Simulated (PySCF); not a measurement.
methylsilylformaldehyde (C2H6OSi), SMILES [SiH2](C)C=O.

Geometry: B3LYP-D3(BJ)/def2-SVP. One conformer was computed; it need not be the lowest.

These are TDA-PBE/def2-SVPD run with PySCF 2.14.0 values and carry that method's errors.

Vertical excitations. Gas-phase values at a fixed geometry.

| state | energy (eV) | λ (nm) | f | main pairs |
|---|---|---|---|---|
| S1 | 3.16 | 393 | 0.001 | HOMO→LUMO 100 % |
| S2 | 5.27 | 235 | 0.006 | HOMO→LUMO+1 97 % |
| S3 | 5.46 | 227 | 0.002 | HOMO−1→LUMO 100 % |
| S4 | 5.59 | 222 | 0.030 | HOMO→LUMO+2 92 % |
| S5 | 5.93 | 209 | 0.031 | HOMO−2→LUMO 75 %, HOMO→LUMO+3 16 % |
| S6 | 6.44 | 192 | 0.159 | HOMO→LUMO+3 79 % |
| S7 | 6.66 | 186 | 0.019 | HOMO→LUMO+4 98 % |
| S8 | 6.82 | 182 | 0.004 | HOMO→LUMO+5 82 %, HOMO−3→LUMO 18 % |
| S9 | 6.95 | 178 | 0.003 | HOMO−3→LUMO 78 %, HOMO→LUMO+5 17 % |
| S10 | 7.05 | 176 | 0.056 | HOMO→LUMO+6 92 % |
| T1 | 2.42 | 512 | 0 | HOMO→LUMO 100 % |
| T2 | 5.11 | 243 | 0 | HOMO→LUMO+1 98 % |
| T3 | 5.31 | 233 | 0 | HOMO−2→LUMO 73 %, HOMO→LUMO+2 21 % |
| T4 | 5.36 | 231 | 0 | HOMO−1→LUMO 99 % |
Triplets are in the Tamm–Dancoff approximation.
